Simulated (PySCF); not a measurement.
A side-by-side comparison of computed properties.

First species: C₂H₁₀FNSi₄.
Cartesian coordinates in Å at the GFN2-xTB level; atoms count from 1:
```xyz
18
C2H10FNSi4 angstrom
N      4.726    1.182    0.494
C      3.811    0.574    0.167
Si     2.303   -0.403   -0.352
C      0.800    0.704   -0.002
Si    -0.917   -0.097   -0.310
F     -0.725   -0.721   -1.818
Si    -2.523    1.572   -0.530
Si    -1.243   -1.945    1.059
H      2.301   -1.605    0.489
H      2.474   -0.693   -1.774
H      0.887    1.601   -0.620
H      0.841    1.052    1.032
H     -2.746    2.215    0.770
H     -2.164    2.638   -1.471
H     -3.814    1.033   -0.968
H     -2.524   -2.594    0.764
H     -0.209   -2.980    0.954
H     -1.286   -1.529    2.465
```

Second species: C4H10OSi3.
SMILES: `[SiH3][SiH]([SiH3])c1ccco1`

Levels: PBE0/pcSseg-1 for dipole moment, HOMO energy, LUMO energy and HOMO–LUMO gap; GFN2-xTB for rotational constant A and rotational constant C. Geometries: GFN2-xTB. All species are isolated and taken at one optimised geometry, non-relativistic unless stated. Electronic properties by PySCF.

Dipoles, sizes and rotational constants follow the conformer. The torsions of the flexible species, by atom-mapped SMILES:
- `[N:1]#[C:2][SiH2:3][CH2:4][Si:5]([F:6])([SiH3:7])[SiH3:8]`: C2–Si3–C4–Si5 -175°, Si3–C4–Si5–F6 -50°
- `[SiH3:1][SiH:2]([SiH3:3])[c:4]1[cH:5][cH:6][cH:7][o:8]1`: Si1–Si2–C4–C5 -116°

Values for the first species:

* Dipole moment: 3.68 D
* HOMO energy: -8.42 eV
* LUMO energy: -1.36 eV
* HOMO–LUMO gap: 7.06 eV
* Rotational constant A: 1.349 GHz
* Rotational constant C: 0.414 GHz

(1) Estimate the same properties for the second species, and the change in each.

Results:

(1) 
| property | first | second | second less first |
| --- | --- | --- | --- |
| dipole moment | 3.68 D | 1.11 D | -2.57 D |
| HOMO energy | -8.42 eV | -6.64 eV | +1.78 eV |
| LUMO energy | -1.36 eV | -0.41 eV | +0.95 eV |
| HOMO–LUMO gap | 7.06 eV | 6.23 eV | -0.83 eV |
| rotational constant A | 1.349 GHz | 1.509 GHz | +0.160 GHz |
| rotational constant C | 0.414 GHz | 0.618 GHz | +0.204 GHz |

On the first: A dipole of 3.68 D is allowed in C1, and pure rotational transitions are dipole-allowed. The dipole equals about 12.3 × 10⁻³⁰ C·m (1 D = 3.33564 × 10⁻³⁰ C·m).

On the second: The dipole equals about 3.7 × 10⁻³⁰ C·m (1 D = 3.33564 × 10⁻³⁰ C·m). A dipole of 1.11 D is allowed in Cs, and pure rotational transitions are dipole-allowed.
